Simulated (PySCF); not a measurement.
Coordinates in bohr (charge 0 multiplicity 1):
```
Hf    0.0000    0.0000    0.0000
H     3.5977    0.0000    0.0000
H     0.0000    3.5977    0.0000
H    -3.5977    0.0000    0.0000
H     0.0000   -3.5977    0.0000
```

These are results of PySCF, PBE0, basis Hf x2c-TZVPall, H x2c-TZVPall (spin-free X2C, no spin–orbit coupling, density fitting), not measurements.

This geometry of HfH₄ is a stationary point at this level.

**Question.** What is the point group?

**Answer.** D4h.

**Question.** Is it a minimum?

**Answer.** No: it has 4 imaginary modes, at 1229i cm⁻¹ (b2u), 849i cm⁻¹ (a2u), 689i cm⁻¹ (eu).

**Question.** Which band is strongest in the infrared?

**Answer.** 1503 cm⁻¹ (eu), 2131 km/mol.

**Question.** What are the dipole moment and the gap between the highest occupied and lowest empty levels?

**Answer.** 0.00 D and 2.88 eV.

Stability towards spin polarisation was not tested. Other isomers or separated fragments may lie lower. No spin–orbit coupling is included, which matters more the heavier the element.
